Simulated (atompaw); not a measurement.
**Sr: variants of one PAW (atompaw) potential**

Base potential:

Sr, PAW, made with atompaw 4.2.0.5 (LDA (PW92), non-relativistic). Core [Ar] 3d10, reference 4s2 4p6 4d0 5s1 5p0 (charge +1). Waves: 4s (bound): rc 1.95 bohr; 5s (bound): rc 2.20 bohr; 4p (bound): rc 1.95 bohr; 5p (bound, empty): rc 3.00 bohr; 4d (bound, empty): rc 3.00 bohr; 4d channel at 0.05 Ry: rc 3.00 bohr; 4f channel at 0.35 Ry: rc 3.00 bohr; 4f channel at 1.1 Ry: rc 3.00 bohr. Local part: vpsmatchnc scheme with l = 4 at 0.5 Ry, radius 2.85 bohr. Core correction: smooth core density matched at 1.70 bohr. Augmentation charge: sinc compensation charge, radius 2.45 bohr; PAW radius 3.00 bohr; waves and projectors: custom rrkj gramschmidtortho.

All-electron outer shells of the reference configuration (LDA (PW92), non-relativistic, ld1.x):

| shell | level (eV) | outermost node (bohr) | outermost maximum (bohr) |
| --- | --- | --- | --- |
| 3d | -137.37 | – | 0.38 |
| 4s | -45.91 | 0.61 | 1.21 |
| 4p | -29.25 | 0.62 | 1.33 |
| 5s | -8.45 | 1.67 | 3.45 |
| 4d | -7.27 | 0.65 | 1.99 |
| 5p | -5.59 | 1.93 | 4.26 |

Cutoffs, loose and tight: the cutoffs (Ry, on a coarse ladder) from which the occupation-weighted sum of valence levels, in a spherical-Bessel basis at the reference potential, stays within 10 and 1 mRy of its value at 400 Ry. They see the waves, projectors and local potential, not the compensation charge or the core. A dash means not determined.

A true bound ghost makes a file unfit for plane-wave use even where its test errors are small: the radial tests pick states by their node count and pass the ghost by.

```tsv
change	outcome	cutoff, loose	cutoff, tight	bound ghosts
base	generated	21 Ry	35 Ry	none
wave 4f channel at 1.1 Ry: rc 3.00 bohr becomes 4f channel at 1.1 Ry: rc 2.04 bohr	failed: atompaw: The overlap operator has at least one negative eigenvalue!	–	–	–
wave 4f channel at 0.35 Ry: rc 3.00 bohr becomes 4f channel at 2.29 Ry: rc 3.00 bohr	generated	21 Ry	35 Ry	none
augmentation sinc compensation charge, radius 1.46 bohr; PAW radius 3.00 bohr; waves and projectors: custom rrkj gramschmidtortho	generated, no UPF (negative core plus compensation charge)	21 Ry	35 Ry	none
functional PBE; removed wave 4f channel at 1.1 Ry: rc 3.00 bohr	generated	21 Ry	35 Ry	none
wave 5p (bound): rc 3.00 bohr becomes 5p (bound): rc 2.76 bohr	failed: atompaw: The overlap operator has at least one negative eigenvalue!	–	–	–
core correction smooth core density matched at 1.72 bohr	generated	21 Ry	35 Ry	none
all radii scaled by about 0.96 (s 1.88, p 1.88, d 2.88, f 2.88 bohr); local potential vpsmatchnc scheme with l = 4 at 0.5 Ry, radius 2.74 bohr; augmentation sinc compensation charge, radius 2.36 bohr; PAW radius 2.88 bohr; waves and projectors: custom rrkj gramschmidtortho; core correction smooth core density matched at 1.64 bohr	failed: atompaw: The overlap operator has at least one negative eigenvalue!	–	–	–
augmentation sinc compensation charge, radius 2.45 bohr; PAW radius 3.00 bohr; waves and projectors: custom polynom2 7 10 vanderbiltortho	generated	18 Ry	21 Ry	none
augmentation gaussian compensation charge, radius 2.45 bohr; PAW radius 3.00 bohr; waves and projectors: custom rrkj gramschmidtortho	generated	21 Ry	35 Ry	none
local potential vpsmatchnc scheme with l = 4 at 0.5 Ry, radius 2.32 bohr	generated	21 Ry	35 Ry	d
```
